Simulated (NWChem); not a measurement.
System: SiHCl, singlet; SMILES [SiH]Cl

NWChem input:

```
start job
memory heap 200 mb stack 700 mb global 900 mb
geometry units angstroms noautoz
  Si    -0.109798    -1.102813     0.000000
  H      1.413583    -1.315825     0.000000
  Cl    -0.011831     0.985160     0.000000
end
basis spherical
  Si library def2-svpd
  H library def2-svpd
  Cl library def2-svpd
end
dft
  xc xpbe96 cpbe96
  iterations 150
end
tddft
  cis
  nroots 6
  notriplet
end
task tddft energy
```

Excerpt of the output:

```
             Northwest Computational Chemistry Package (NWChem) 7.3.0
             --------------------------------------------------------

 CS  symmetry detected

                             Geometry "geometry" -> ""
                             -------------------------

 Output coordinates in angstroms (scale by  1.889725989 to convert to a.u.)

  No.       Tag          Charge          X              Y              Z
 ---- ---------------- ---------- -------------- -------------- --------------
    1 Si                  14.0000    -0.08034568    -1.10415368     0.00000000
    2 H                    1.0000     1.44652882    -1.29048142     0.00000000
    3 Cl                  17.0000    -0.01892290     0.98521370     0.00000000

 Effective nuclear repulsion energy (a.u.)      68.3925021020

      Symmetry information
      --------------------

 Group name             Cs
 Group number              2
 Group order               2
 No. of unique centers     3

  pbe96 is a nonlocal functional; adding pw91lda local functional.

                                 NWChem DFT Module
                                 -----------------

 Summary of "ao basis" -> "ao basis" (spherical)
 ------------------------------------------------------------------------------
       Tag                 Description            Shells   Functions and Types
 ---------------- ------------------------------  ------  ---------------------
 Si                        def2-svpd                10       24   5s3p2d
 H                         def2-svpd                 4        8   2s2p
 Cl                        def2-svpd                11       27   5s4p2d

      Symmetry analysis of basis
      --------------------------

        a'         42
        a"         17

            General Information
            -------------------
          SCF calculation type: DFT
          Wavefunction type:  closed shell.
          No. of atoms     :     3
          No. of electrons :    32
           Alpha electrons :    16
            Beta electrons :    16
          Charge           :     0
          Spin multiplicity:     1
          Use of symmetry is: off; symmetry adaption is: on
          Maximum number of iterations: 150
          AO basis - number of functions:    59
                     number of shells:    25
          Convergence on energy requested:  1.00D-06
          Convergence on density requested:  1.00D-05
          Convergence on gradient requested:  5.00D-04

              XC Information
              --------------
          PerdewBurkeErnzerhof Exchange Functional  1.000
            Perdew 1991 LDA Correlation Functional  1.000 local
           PerdewBurkeErnz. Correlation Functional  1.000 non-local

             Grid Information
             ----------------
          Grid used for XC integration:  medium
          Radial quadrature: Mura-Knowles
          Angular quadrature: Lebedev.
          Tag              B.-S. Rad. Rad. Pts. Rad. Cut. Ang. Pts.
          ---              ---------- --------- --------- ---------
          Si                  1.10       88          11.0       590
          H                   0.35       45          11.0       434
          Cl                  1.00       88          11.0       590
          Grid pruning is: on
          Number of quadrature shells:   221
          Spatial weights used:  Erf1

      Superposition of Atomic Density Guess
      -------------------------------------

 Sum of atomic energies:        -748.56774628

      Non-variational initial energy
      ------------------------------

 Total energy =    -748.738141
 1-e energy   =   -1171.871381
 2-e energy   =     354.740739
 HOMO         =      -0.227929
 LUMO         =      -0.064732

      Symmetry analysis of molecular orbitals - initial
      -------------------------------------------------

  Numbering of irreducible representations:

     1 a'          2 a"

  Orbital symmetries:

     1 a'          2 a'          3 a'          4 a'          5 a'
     6 a"          7 a'          8 a'          9 a'         10 a"
    11 a'         12 a'         13 a'         14 a"         15 a'
    16 a'         17 a"         18 a'         19 a'         20 a'
    21 a'         22 a"         23 a'         24 a"         25 a'
    26 a'

[...]

                                NWChem TDDFT Module
                                -------------------

            General Information
            -------------------
           No. of orbitals :     118
            Alpha orbitals :      59
             Beta orbitals :      59
        Alpha frozen cores :       0
         Beta frozen cores :       0
     Alpha frozen virtuals :       0
      Beta frozen virtuals :       0
         Spin multiplicity :       1
    Number of AO functions :      59
        Use of symmetry is : off
      Symmetry adaption is : on
         Schwarz screening :  0.10D-07

              XC Information
              --------------
   PerdewBurkeErnzerhof Exchange Functional   1.00
     Perdew 1991 LDA Correlation Functional   1.00 local
    PerdewBurkeErnz. Correlation Functional   1.00 non-local

             TDDFT Information
             -----------------
          Calculation type : Tamm-Dancoff TDDFT
         Wavefunction type : Restricted singlets
          No. of electrons :      32
           Alpha electrons :      16
            Beta electrons :      16
              No. of roots :       6
          Max subspacesize :    5200
            Max iterations :     100
               Target root :       1
           Target symmetry : none
      Symmetry restriction : off
                 Algorithm : Optimal
        Davidson threshold :  0.10D-03

    6 smallest eigenvalue differences (eV)
--------------------------------------------------------
  No. Spin  Occ  Vir  Irrep   E(Occ)    E(Vir)   E(Diff)
--------------------------------------------------------
    1    1   16   17 a"       -0.219    -0.143     2.061
    2    1   15   17 a"       -0.307    -0.143     4.456
    3    1   14   17 a'       -0.320    -0.143     4.796
    4    1   16   18 a'       -0.219    -0.040     4.872
    5    1   13   17 a"       -0.347    -0.143     5.538
    6    1   16   19 a'       -0.219     0.002     6.029
--------------------------------------------------------

  Entering Davidson iterations
  Restricted singlet excited states

  Iter   NTrls   NConv    DeltaV     DeltaE      Time
  ----  ------  ------  ---------  ---------  ---------
    1      6       0     0.14E+00   0.10+100        2.1
    2     12       0     0.13E+00   0.13E-01        2.0
    3     18       0     0.23E-01   0.21E-01        2.3
    4     24       3     0.40E-02   0.74E-03        2.1
    5     27       4     0.22E-03   0.18E-04        1.7
    6     29       6     0.20E-04   0.51E-07        1.5
  ----  ------  ------  ---------  ---------  ---------
  Convergence criterion met

  Ground state a'       -749.711583871004 a.u.

  ----------------------------------------------------------------------------
  Root   1 singlet a"             0.097281528 a.u.                2.6472 eV
  ----------------------------------------------------------------------------
     Transition Moments    X -0.00000   Y -0.00000   Z  0.50762
     Dipole Oscillator Strength                    0.0167113545
     Electric Quadrupole                           0.0000000287
     Magnetic Dipole                               0.0000014207
     Total Oscillator Strength                     0.0167128039

     Occ.   12  a'  ---  Virt.   17  a"       0.08196
     Occ.   15  a'  ---  Virt.   17  a"      -0.14607
     Occ.   16  a'  ---  Virt.   17  a"      -0.98112
  ----------------------------------------------------------------------------
  Root   2 singlet a"             0.173615995 a.u.                4.7243 eV
  ----------------------------------------------------------------------------
     Transition Moments    X  0.00000   Y  0.00000   Z  0.33561
     Dipole Oscillator Strength                    0.0130366265
     Electric Quadrupole                           0.0000000739
     Magnetic Dipole                               0.0000006318
     Total Oscillator Strength                     0.0130373322

     Occ.   12  a'  ---  Virt.   17  a"       0.08671
     Occ.   13  a'  ---  Virt.   17  a"       0.12575
     Occ.   15  a'  ---  Virt.   17  a"       0.97557
     Occ.   16  a'  ---  Virt.   17  a"      -0.12518
     Occ.   16  a'  ---  Virt.   24  a"       0.05817
  ----------------------------------------------------------------------------
  Root   3 singlet a'             0.193898224 a.u.                5.2762 eV
  ----------------------------------------------------------------------------
     Transition Moments    X -0.00557   Y -0.36998   Z -0.00000
     Dipole Oscillator Strength                    0.0176984130
     Electric Quadrupole                           0.0000001417
     Magnetic Dipole                               0.0000015241
     Total Oscillator Strength                     0.0177000788

     Occ.   14  a"  ---  Virt.   17  a"       0.44679
     Occ.   15  a'  ---  Virt.   18  a'       0.07452
     Occ.   16  a'  ---  Virt.   18  a'       0.87486
     Occ.   16  a'  ---  Virt.   19  a'      -0.07996
     Occ.   16  a'  ---  Virt.   20  a'       0.08804
  ----------------------------------------------------------------------------
  Root   4 singlet a'             0.210718174 a.u.                5.7339 eV
  ----------------------------------------------------------------------------
     Transition Moments    X -0.06672   Y -0.96113   Z  0.00000
     Dipole Oscillator Strength                    0.1303944639
     Electric Quadrupole                           0.0000000148
     Magnetic Dipole                               0.0000004416
     Total Oscillator Strength                     0.1303949203

[...]
```

Level: PBE/def2-SVPD, TDA. Low-valent species are run as closed-shell singlets; no triplet was tried in these runs. Geometry: optimised at PBE0/def2-SVP.
